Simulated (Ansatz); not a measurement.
`COC(F)[SeH]` + `COB(O)O` → `COB(O)OC` + `OC(F)[SeH]`  (substitution at a C–O bond)

Calculated with Ansatz (gas phase, PBE0-D4/def2-TZVP geometries, no zero-point term in ΔE). CCSD(T)/CBS adds triple-zeta CCSD(T) − MP2 to the extrapolated MP2 energy (def2 sets, frozen cores). Functionals use def2-TZVPP. For Se outer-core shells are correlated without core-valence functions, which leaves a few kJ/mol of doubt a bond. Scalar relativity is left out up to krypton. Each species was taken in one conformer, which may not be the lowest.

```
             level  ΔE (kJ/mol)
           PBE0-D4          2.5
            r2SCAN          3.0
              PBE0          2.5
    MP2/def2-TZVPP          7.2
SCS-MP2/def2-TZVPP          6.9
CCSD(T)/def2-TZVPP          6.1
      HF/CBS(def2)          5.8
    CCSD/CBS(def2)          5.7
```

Question: What does CCSD(T)/CBS give? (An estimate is asked.)

Answer: Ansatz gave: +5.6 kJ/mol. The listed levels differ from it by -3.1, -2.6, -3.1, 1.6, 1.3, 0.5, 0.2, 0.1 kJ/mol.

Largest T1 diagnostic among the species: 0.012.
